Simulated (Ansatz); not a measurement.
Diatomic MgSi, multiplicity 3 (lowest of 2S+1 = 1, 3 at CCSD(T)/def2-TZVPP on PBE0 minima; our sources give no spin for the ground state, which may be another). The T1 diagnostic near the minimum is 0.057, so single-reference values are doubtful.

```
level                 bond energy D_e (kJ/mol)
--------------------  ------------------------
SVWN5/def2-TZVPP                         144.9
PBE/def2-TZVPP                           122.7
r2SCAN/def2-TZVPP                        128.3
B97M-V/def2-TZVPP                        116.8
B3LYP/def2-TZVPP                          88.1
PBE0/def2-TZVPP                          111.0
BHLYP/def2-TZVPP                          72.5
CAM-B3LYP/def2-TZVPP                      76.0
wB97X-V/def2-TZVPP                        80.2
wB97M-V/def2-TZVPP                        80.1
B2PLYP/def2-TZVPP                         82.6
```

The rows run from 72.5 (BHLYP/def2-TZVPP) to 144.9 kJ/mol (SVWN5/def2-TZVPP). The 11 functionals in def2-TZVPP without D3 or D4 span 72.4, from BHLYP to SVWN5.

D_e counts from the fitted minimum to each atom's lowest state at the same level, without counterpoise.

Correlated levels freeze the inner cores; with def2 sets outer-core shells near the valence are correlated too.

Doubts at one or more of the structures used: a spin-contaminated determinant (r2SCAN/def2-TZVPP, PBE0/def2-TZVPP, BHLYP/def2-TZVPP, CAM-B3LYP/def2-TZVPP, wB97X-V/def2-TZVPP, B2PLYP/def2-TZVPP).

Programs: Ansatz (a first-principles code) with Gaussian orbitals.
